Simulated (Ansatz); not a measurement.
In₈P₇F₃, relaxed as a singlet with RKS PBE-D4/def2-SVP in Ansatz, starting from the GFN1-xTB geometry. Force threshold 0.03 eV/Å.

In the def2 sets In takes a core potential; there is no spin–orbit coupling. The restricted singlet is unstable towards broken spin symmetry in Hartree–Fock (as tested in another run); at PBE-D4/def2-SVP this wasn't settled.

Start:

```
atom   x (Å)   y (Å)   z (Å)
  P1  -2.682   0.512   0.127
  P2   0.034   1.514  -1.941
  P3  -0.637  -2.121  -1.091
  P4  -0.589  -0.013  -0.503
  P5   0.734  -2.118   2.834
  P6   3.449  -0.850  -0.967
  P7   1.608   2.753   1.702
 In8  -3.216  -1.603  -1.668
 In9  -2.608   1.711  -2.428
In10  -1.588  -1.478   1.598
In11   1.195  -0.878  -2.796
In12   1.539  -1.954   0.342
In13  -0.880   2.459   0.667
In14   1.442   0.333   2.538
In15   2.127   1.271  -0.399
 F16  -2.349  -0.341  -3.323
 F17  -1.016   0.740   2.375
 F18   3.436   0.062   2.933
```

Task: Estimate the energy that the relaxation releases and the steps that it takes.

Result: 41.3 kcal/mol, in 44 steps; 4.3 min on 2 threads of AMD EPYC 7R13 on a shared host and a share (18 GiB) of an NVIDIA H100 80GB HBM3. The force fell under the threshold at step 21, but the optimiser went on and released 0.010 eV more. No frequencies were taken in this run, so the end may be a saddle point.

Task: Does the start keep its bonding and symmetry?

Result: Bonds lost: P1–In8, P1–In9 (atoms count from 1). Metal–metal contacts that move far: In12–In14 3.17 to 3.82 Å, In14–In15 3.16 to 3.72 Å.

Task: Predict the relaxed structure.

Result: 
```xyz
18

P    -2.4702    0.3957    0.2600
P     0.0289    1.5408   -2.1008
P    -0.5683   -2.2112   -1.5581
P    -0.6277   -0.1543   -0.8623
P     1.1002   -2.1142    2.5149
P     3.3291   -1.0094   -1.4686
P     2.0338    2.4616    1.4416
In   -3.4709   -1.8814   -1.7639
In   -2.8313    1.8795   -2.6032
In   -1.1950   -1.1451    1.9332
In    1.1998   -0.8536   -3.3871
In    1.5698   -2.0481    0.0093
In   -0.5148    2.3090    0.8042
In    1.6767    0.3986    2.9383
In    2.2909    1.1024   -0.6605
F    -3.0642   -0.2310   -3.2180
F    -0.5652    0.8351    2.8537
F     2.0783    0.7257    4.8673
```
Bond lengths (bridged metal pairs left out): 18 × In–P 2.49 to 2.98 Å; 5 × F–In 2.00 to 2.29 Å; 3 × P–P 2.17 to 2.23 Å.
